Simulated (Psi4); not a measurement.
C3H5 (SMILES C=C[CH2-]), charge -1, singlet, at a GFN2-xTB geometry (a gas-phase anion, which may not be bound at this level). Base run: MP2/aug-cc-pVDZ in Psi4 1.11.

Psi4 was given this input:
```
memory 2 GB

molecule {
-1 1
C     1.24912922   -0.00081785   -0.14395728
C    -0.04376143    0.37678916    0.12723292
H     1.49612271   -0.99599889   -0.49512334
H     2.08355553    0.68163225   -0.01861477
H    -0.16401581    1.41218838    0.47686311
C    -1.20905778   -0.34420025    0.02745271
H    -2.17283379    0.08706025    0.27818432
H    -1.22068872   -1.37550835   -0.30567940
}

set {
  basis aug-cc-pvdz
}

energy('mp2')
print_variables()
```

The base run was repeated with changes; each row names its change, and settings that it needs were set with it.

```csv
change,ΔE vs base (mEh),MP2 correlation (Eh),basis functions,core-seconds (rough)
base,0.000,-0.45991,114,2
method = cepa(1),-35.920,-0.46002,114,80
method = omp2,___,-0.45991,114,10
method = ccsd(t),-50.583,-0.46002,114,200
method = mp2.5,___,-0.45991,114,7
method = qcisd(t),-50.924,-0.46002,114,70
method = cisd,31.412,-0.46002,114,80
method = fno-ccsd(t),-50.582,-0.46002,114,100
method = mp3,___,-0.45991,114,7
cc_type = df,0.000,-0.45991,114,4
```

Task: Fill in the missing entries.

Result: 
- method = omp2, ΔE vs base (mEh): -5.650
- method = mp2.5, ΔE vs base (mEh): -13.741
- method = mp3, ΔE vs base (mEh): -27.481

A gas-phase anion may not be bound at this level; its values then depend on the basis.
